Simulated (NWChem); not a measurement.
# CH$_{2}$N anion

```xyz
4

C      0.0000     0.0000     0.4938
N      0.0000     0.0000    -0.7451
H      0.0000    -0.9353     1.1842
H      0.0000     0.9353     1.1842
```
Atoms are numbered in this order, from 1.

All runs: NWChem. Sets without diffuse functions describe the anion's extra electron poorly. Coordinates come from a B3LYP/def2-SVPD optimisation. The highest occupied level is positive, so the extra electron may be held by the finite basis. Atomic charges in e: unrestrained fits to the electrostatic potential beside Mulliken populations; the two definitions need not agree.

Problem. What does the run give for B3LYP/def2-SVP? Quantities: ESP C1; Mulliken C1; ESP N2; Mulliken N2; relative RMS misfit of the potential (%).

Solution. ESP C1: 0.42
Mulliken C1: -0.09
ESP N2: -0.89
Mulliken N2: -0.48
relative RMS misfit of the potential (%): 4
